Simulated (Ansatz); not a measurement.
Cartesian coordinates (Å):
```xyz
6

N      2.7394    -0.0470     0.1118
C      1.6082    -0.2733     0.0579
N      0.3419    -0.5789    -0.0041
Si    -1.0806     0.1055    -0.0414
H     -1.3504     1.5531    -0.0068
H     -2.2586    -0.7594    -0.1175
```
Charge 0, multiplicity 1.

Level of theory: frozen-core CCSD(T)/cc-pVTZ // CAM-B3LYP-D3(BJ)/def2-TZVP (Ansatz, a program for electronic structure).

```json
{
  "HF energy": "-436.87800 Ha",
  "MP2 correlation energy": "-0.64691 Ha"
}
```

Q: Estimate the CCSD correlation energy, the (T) correction, the total energy and the T1 diagnostic.

A: 
```json
{
 "CCSD correlation energy": "-0.65888 Ha",
 "(T) correction": "-0.03472 Ha",
 "CCSD(T) total energy": "-437.57160 Ha",
 "T1 diagnostic": "0.019"
}
```
